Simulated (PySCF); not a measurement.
## Broadened absorption spectrum of C5H5F2NO2

Species: C₅H₅F₂NO₂.
Numbering: `[CH3:1][O:2]/[CH:3]=[C:4](\[C:5]#[N:6])[O:7][CH:8]([F:9])[F:10]` (hydrogens: H11, H12, H13 on C1; H14 on C3; H15 on C8)

Level of theory: TDDFT PBE0/def2-SVPD, vertical, gas phase, core orbitals frozen in the response in PySCF 2.14.0, density-fitted response routines. One conformer (not necessarily the lowest) at the GFN2-xTB geometry, without solvent, vibrations or thermal averaging. Torsions of this conformer, `[CH3:1][O:2]/[CH:3]=[C:4](\[C:5]#[N:6])[O:7][CH:8]([F:9])[F:10]`: C1–O2–C3–C4 -178°, C3–C4–O7–C8 138°, C4–O7–C8–F9 164°.

Broadening: Gaussians 0.25 eV wide at half height, area fixed by f = 4.319×10⁻⁹ ∫ε dν̃. The width is an assumption, not a result. The curve ends short of the highest state used, and states not computed would add to its high-energy end.

E (eV), ε (L mol⁻¹ cm⁻¹) and a bar:
```
     5.01         59 
     5.09        643 #
     5.16       3308 ###
     5.23      11150 #########
     5.31      27021 #####################
     5.38      38512 ##############################
     5.46      36999 #############################
     5.53      24946 ###################
     5.60      12193 #########
     5.68       3576 ###
     5.75        830 #
     5.83         97 
     5.90         10 
     5.97          1 
     6.05          0 
     6.12          0 
     6.20          0 
     6.27          4 
     6.34         28 
     6.42        173 
     6.49        533 
     6.57       1131 #
     6.64       1372 #
     6.71       1081 #
```

Question: Where are the band maxima, and which computed states make them?

Answer: 229 nm (5.41 eV), ε about 40000, made up of S1 (76%) and S2 (24%); 187 nm (6.64 eV), ε about 1400, made up of S3 (100%) (ε in L mol⁻¹ cm⁻¹; maxima over ε = 5, shares over 10%). The states used: S1 5.39 eV (f 0.291); S2 5.50 eV (f 0.120); S3 6.64 eV (f 0.013); S4 6.94 eV (f 0.0005); S5 7.29 eV (f 0.013); S6 7.31 eV (f 0.0021).

Question: On this curve, what absorbance would a 10⁻³ mol/L sample give at 193 nm over a 1 cm path?

Answer: 193 nm is 6.424 eV, where ε is about 190 L mol⁻¹ cm⁻¹, so A = ε c l ≈ 0.19 (Beer–Lambert, with the gas-phase spectrum and the assumed width).

Question: What would ε be at 5.41 eV, the highest of these maxima, with half the width (0.125 eV)?

Answer: About 64000 L mol⁻¹ cm⁻¹ against 40000, a factor of about 1.6; a lone state at its own centre would give exactly 2.
